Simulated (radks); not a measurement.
The gadolinium ion Gd51+, configuration [Ne] 3s2 3p1. Method: scalar-relativistic Kohn-Sham, BLYP, spin-polarised, spherical densities, finite nucleus; open shells are filled with parallel spins first (spin-orbit coupling, left out, can overturn this in heavy ions); Fermi nuclear charge, rms radius 5.1569 fm; computed with a radial shooting solver on a logarithmic mesh with Libxc functionals.

Normalised radial functions P(r) = r R(r), r in bohr:

r         2s down   2p up    3p up
0.001499   0.6591  0.0225   0.0126
0.00186    0.7777  0.0326   0.0183
0.002309   0.9117  0.0471   0.0264
0.002865   1.0601  0.0681   0.0382
0.003556   1.2200  0.0983   0.0551
0.004413   1.3856  0.1416   0.0793
0.005477   1.5469  0.2033   0.1136
0.006798   1.6885  0.2901   0.1620
0.008437   1.7883  0.4109   0.2290
0.01047    1.8167  0.5762   0.3201
0.013      1.7369  0.7973   0.4411
0.01613    1.5083  1.0847   0.5961
0.02002    1.0932  1.4440   0.7853
0.02484    0.4698  1.8704   1.0009
0.03083   -0.3504  2.3415   1.2205
0.03827   -1.3034  2.8096   1.4017
0.0475    -2.2608  3.1987   1.4782
0.05895   -3.0394  3.4129   1.3653
0.07316   -3.4453  3.3610   0.9826
0.0908    -3.3530  2.9988   0.2964
0.1127    -2.7854  2.3693  -0.6241
0.1399    -1.9370  1.6113  -1.5736
0.1736    -1.0937  0.9107  -2.2487
0.2154    -0.4811  0.4094  -2.3885
0.2674    -0.1561  0.1384  -1.9598
0.3318    -0.0349  0.0329  -1.2252
0.4118    -0.0049  0.0050  -0.5615
0.5111    -0.0004  0.0004  -0.1785
0.6344    0.0000  0.0000  -0.0368

2s down: eigenvalue -11812.1 eV, 1 radial node at r = 0.0283 bohr, <r> = 0.0919 bohr, 90 % of the charge inside 0.142 bohr. 2p up: eigenvalue -10941.4 eV, 0 radial nodes, <r> = 0.0809 bohr, 90 % of the charge inside 0.131 bohr. 3p up: eigenvalue -4523.1 eV, 1 radial node at r = 0.0978 bohr, <r> = 0.215 bohr, 90 % of the charge inside 0.318 bohr.
